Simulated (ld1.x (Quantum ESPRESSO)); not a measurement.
**Building the TM semilocal potential for Ru (Z = 44) (LDA (PZ), scalar-relativistic).**

The input file (ld1.x (Quantum ESPRESSO) 7.5):

```
&input
   title='Ru', zed=44., rel=1, dft='PZ', iswitch=3,
   config='[Kr] 4d7 5s1 5p0',
   nld=3, rlderiv=3.40, eminld=-2.0, emaxld=5.0, deld=0.02
 /
 &inputp
   pseudotype=1, tm=.true., lloc=1,
   nlcc=.false.,
   file_pseudopw='Ru.pp', file_wfcaegen='ae.wfc', file_wfcncgen='nc.wfc'
 /
3
5S  1  0   1.00   0.00  2.75  2.75  0.0
4D  3  2   7.00   0.00  1.35  1.35  0.0
5P  2  1   0.00   0.00  3.15  3.15  0.0
 &test
   configts(1)='4d7 5s1 5p0'
 /
```

Command:

```bash
ld1.x < Ru.in > Ru.out
```

The program printed (shortened: banner, matrices, multipoles, cross overlaps and the repeated all-electron block are left out):

```
Program LD1 v.7.5
     --------------------------- All-electron run ----------------------------

     Ru
     scalar relativistic calculation

     atomic number is 44.00
     dft =PZ   lsd =0 sic =0 latt =0  beta=0.20 tr2=1.0E-14
     Exchange-correlation= PZ
                           (   1   1   0   0   0   0   0)
     mesh =1233 r(mesh) = 101.06970 a.u. xmin = -7.00 dx = 0.01250
     1 Ry =  13.60569312 eV, c = 137.03599908

     n l     nl                  e(Ry)          e(Ha)          e(eV)
     1 0     1S 1( 2.00)     -1610.2507      -805.1253    -21908.5768
     2 0     2S 1( 2.00)      -231.5812      -115.7906     -3150.8228
     2 1     2P 1( 6.00)      -207.5555      -103.7777     -2823.9360
     3 0     3S 1( 2.00)       -40.7426       -20.3713      -554.3318
     3 1     3P 1( 6.00)       -32.8475       -16.4238      -446.9136
     4 0     4S 1( 2.00)        -5.6183        -2.8092       -76.4411
     4 1     4P 1( 6.00)        -3.4198        -1.7099       -46.5287
     3 2     3D 1(10.00)       -20.1019       -10.0509      -273.5001
     4 2     4D 1( 7.00)        -0.3971        -0.1985        -5.4022
     5 0     5S 1( 1.00)        -0.3321        -0.1660        -4.5182
     5 1     5P 1( 0.00)        -0.0761        -0.0381        -1.0359

     final scf error:  3.3E-15 reached in  29 iterations

     Etot =   -9052.553611 Ry,   -4526.276805 Ha, -123166.266408 eV

     Ekin =    9358.614021 Ry,    4679.307010 Ha,  127330.430422 eV
     Encl =  -21846.522032 Ry,  -10923.261016 Ha, -297237.074570 eV
     Eh   =    3693.040664 Ry,    1846.520332 Ha,   50246.377963 eV
     Exc  =    -257.686264 Ry,    -128.843132 Ha,   -3506.000224 eV

     normalization and overlap integrals

     s(1S/1S) =  1.000000  <r> =   0.0335  <r2> =    0.0015  r(max) =   0.0216
     s(2S/2S) =  1.000000  <r> =   0.1458  <r2> =    0.0251  r(max) =   0.1229
     s(2P/2P) =  1.000000  <r> =   0.1270  <r2> =    0.0197  r(max) =   0.0981
     s(3S/3S) =  1.000000  <r> =   0.4034  <r2> =    0.1864  r(max) =   0.3600
     s(3P/3P) =  1.000000  <r> =   0.4036  <r2> =    0.1894  r(max) =   0.3555
     s(4S/4S) =  1.000000  <r> =   1.0176  <r2> =    1.1752  r(max) =   0.9078
     s(4P/4P) =  1.000000  <r> =   1.1275  <r2> =    1.4608  r(max) =   0.9785
     s(3D/3D) =  1.000000  <r> =   0.3844  <r2> =    0.1770  r(max) =   0.3022
     s(4D/4D) =  1.000000  <r> =   1.7064  <r2> =    3.6581  r(max) =   1.2102
     s(5S/5S) =  1.000000  <r> =   3.3368  <r2> =   12.8661  r(max) =   2.7273
     s(5P/5P) =  1.000000  <r> =   5.0236  <r2> =   30.1497  r(max) =   3.8221

     ------------------------ End of All-electron run ------------------------

     --------------------- Generating NC pseudopotential ---------------------

      Generating local pot.: lloc=1, matching radius rcloc =   3.1500

      Wfc   5S  rcut= 2.762  Using Troullier-Martins method

      Wfc   4D  rcut= 1.338  Using Troullier-Martins method

     ------------------- End of pseudopotential generation -------------------

     Computing logarithmic derivative in   3.39424
     Computing logarithmic derivative in   3.39424
     Computing the partial wave expansion
     R is outside the sphere for l=    0 j= 0.00
       no projector for channel:   1
     R is outside the sphere for l=    2 j= 0.00

     ---------------------- Testing the pseudopotential ----------------------

     Ru
     scalar relativistic calculation

     atomic number is 44.00   valence charge is  8.00
     dft =PZ   lsd =0 sic =0 latt =0  beta=0.20 tr2=1.0E-14
     mesh =1233 r(mesh) = 101.06970 xmin = -7.00 dx = 0.01250

     n l     nl             e AE (Ry)        e PS (Ry)    De AE-PS (Ry)
     3 2     4D   1( 7.00)       -0.39706       -0.39705       -0.00001
     1 0     5S   1( 1.00)       -0.33208       -0.33208        0.00000
     2 1     5P   1( 0.00)       -0.07614       -0.07614        0.00000

     eps = 7.7E-17  iter =  6

     Etot =   -9052.553611 Ry,   -4526.276805 Ha, -123166.266408 eV
     Etotps =   -32.405032 Ry,     -16.202516 Ha,    -440.892922 eV

     Ekin =      33.532402 Ry,      16.766201 Ha,     456.231575 eV
     Encl =     -55.787780 Ry,     -27.893890 Ha,    -759.031414 eV
     Ehrt =      31.189569 Ry,      15.594784 Ha,     424.355700 eV
     Ecxc =      -6.172385 Ry,      -3.086193 Ha,     -83.979578 eV
     Epseu=     -35.166838 Ry,     -17.583419 Ha,    -478.469204 eV

     ---------------------- End of pseudopotential test ----------------------
```

Generation and configuration tests took about 1.4 s on one core of a shared server CPU.
